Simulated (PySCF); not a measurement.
## Electron correlation in Zn⁺ (zinc, charge +1)

Starting occupation: [Ar] 3d9 4s1 4p1, 3d3/2 with m_j = -3/2, -1/2, +1/2, +3/2, 3d5/2 with m_j = -3/2, -1/2, +1/2, +3/2, +5/2, 4s1/2 with m_j = +1/2, 4p3/2 with m_j = +3/2. All numbers are calculated (PySCF 2.14, X2C-1e with screened-nucleus spin-orbit coupling, Gaussian nucleus, in x2c-TZVPall-2c (6s7p4d1f, 54 functions)). Frozen: [Ne]; 19 electrons correlated; the 6 highest virtual spinors left out.

MP2 pair energies summed by pair of shells (mhartree):

| pair | energy | share (%) |
| --- | --- | --- |
| 3d-3d | -254.78 | 46.3 |
| 3d-3p | -159.38 | 29.0 |
| 3p-3p | -45.45 | 8.3 |
| 3d-3s | -35.66 | 6.5 |
| 3p-3s | -17.40 | 3.2 |
| 3d-4s | -15.96 | 2.9 |
| 3d-4p | -9.53 | 1.7 |
| 3p-4s | -3.59 | 0.7 |
| 4p-4s | -2.93 | 0.5 |
| 3s-3s | -2.79 | 0.5 |
| 3p-4p | -2.43 | 0.4 |
| 3s-4s | -0.39 | 0.1 |
| 3s-4p | -0.25 | 0.0 |

Total MP2 correlation energy: -550.53 mhartree.

The GHF reference relaxed away from the jj start to a determinant that is no pure jj level (⟨S²⟩ = 3.75, ⟨J²⟩ = 24.76); the energies belong to that determinant.

This basis was not built for core-valence correlation, so the inner-shell part is incomplete.
